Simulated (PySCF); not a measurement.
# Field gradients at the hydrogen positions

Species: C₆H₁₈Si₄.
SMILES with atom numbers: `[CH3:1][CH:2]([CH3:3])[Si@H:4]1[SiH2:5][Si@@H:6]([CH:7]2[CH2:8][CH2:9]2)[SiH2:10]1` (hydrogens: H11, H12, H13 on C1; H14 on C2; H15, H16, H17 on C3; H18 on Si4; H19, H20 on Si5; H21 on Si6; H22 on C7; H23, H24 on C8; H25, H26 on C9; H27, H28 on Si10)

Structure used (PBE0-D3(BJ)/def2-SVP), in Å, numbered top down from 1:
```xyz
28
C6H18Si4 angstrom
C      1.2850    1.9581   -0.2676
C      2.0786    0.7582   -0.7782
C      3.2318    0.3964    0.1553
Si     0.9515   -0.7538   -1.0652
Si    -0.2609   -1.3879    0.8782
Si    -2.2982   -0.7872   -0.1838
C     -3.1668    0.6869    0.5788
C     -3.9265    1.6729   -0.2755
C     -2.6490    2.0895    0.3744
Si    -1.0975   -0.2934   -2.1754
H      0.5183    2.2811   -0.9891
H      1.9472    2.8207   -0.0825
H      0.7757    1.7306    0.6843
H      2.4924    1.0064   -1.7732
H      3.9220    1.2484    0.2781
H      2.8614    0.1275    1.1588
H      3.8182   -0.4562   -0.2210
H      1.7379   -1.8684   -1.6873
H      0.0581   -0.5631    2.0906
H     -0.1432   -2.8332    1.2539
H     -3.2458   -1.9382   -0.3477
H     -3.6003    0.4900    1.5665
H     -4.8656    2.0695    0.1200
H     -3.9264    1.5255   -1.3604
H     -2.6955    2.7761    1.2236
H     -1.7714    2.2350   -0.2629
H     -1.4080   -1.2391   -3.2952
H     -1.2450    1.1055   -2.6992
```

Level: PBE0/pcSseg-1 (PySCF, non-relativistic); Q(2H) = 0.00286 b; rigid geometry, the same for H and D, with no vibrational averaging.

Question: Rank these positions by the coupling χzz of a deuteron there, largest first.
A. H26 (methylene hydrogen)
B. H28 (Si–H hydrogen)
C. H15 (methyl hydrogen)

Answer: A (204 kHz), C (194 kHz), B (96 kHz).

Give the electric field gradient Vzz (the principal value of largest size), its asymmetry and the 2H coupling at each hydrogen.

```
atom  bonded to  bond length (Å)  Vzz (au)     η  χzz (kHz)
 H11         C1            1.101    0.2907  0.02        195
 H12         C1            1.103    0.2889  0.02        194
 H13         C1            1.103    0.2857  0.02        192
 H14         C2            1.106    0.2833  0.03        190
 H15         C3            1.103    0.2886  0.02        194
 H16         C3            1.103    0.2867  0.03        193
 H17         C3            1.101    0.2909  0.03        195
 H18        Si4            1.499    0.1426  0.03         96
 H19        Si5            1.501    0.1428  0.02         96
 H20        Si5            1.498    0.1437  0.02         97
 H21        Si6            1.500    0.1416  0.03         95
 H22         C7            1.096    0.3030  0.08        204
 H23         C8            1.093    0.3062  0.08        206
 H24         C8            1.095    0.3021  0.08        203
 H25         C9            1.093    0.3069  0.08        206
 H26         C9            1.094    0.3039  0.07        204
 H27       Si10            1.498    0.1437  0.02         97
 H28       Si10            1.501    0.1425  0.02         96
```

Average by the element that carries the hydrogen.

on C: 198 kHz over 12 positions, mean bond length 1.099 Å; on Si: 96 kHz over 6 positions, mean bond length 1.499 Å.

How does χzz go with the bond length over the 12 C–H bonds?

A straight-line fit has a slope of -12.8 kHz for each 0.01 Å, with a correlation coefficient of -0.99, over lengths from 1.093 to 1.106 Å. The longer bonds have the smaller couplings here.

Give the 2H NMR doublet splittings at H23 for a magnetic field along the z, y and x axes of the gradient: 3χ/2, 3χ(1 + η)/4, 3χ(1 − η)/4.

With |χ| = 205.8 kHz and η = 0.075: 309, 166 and 143 kHz, to first order and without motion.

The structure is a single PBE0-D3(BJ)/def2-SVP conformer in the gas phase; no vibrational or solvent corrections. The small basis limits the accuracy of the gradients.

These values come from a run that also computed NMR shieldings. Hardware: one thread, Arm Neoverse V1 (aarch64), no GPU, shared host with 32 logical CPUs at a one-minute load of 16. Cost: 1.7 min wall, 1.5 GiB resident at most.
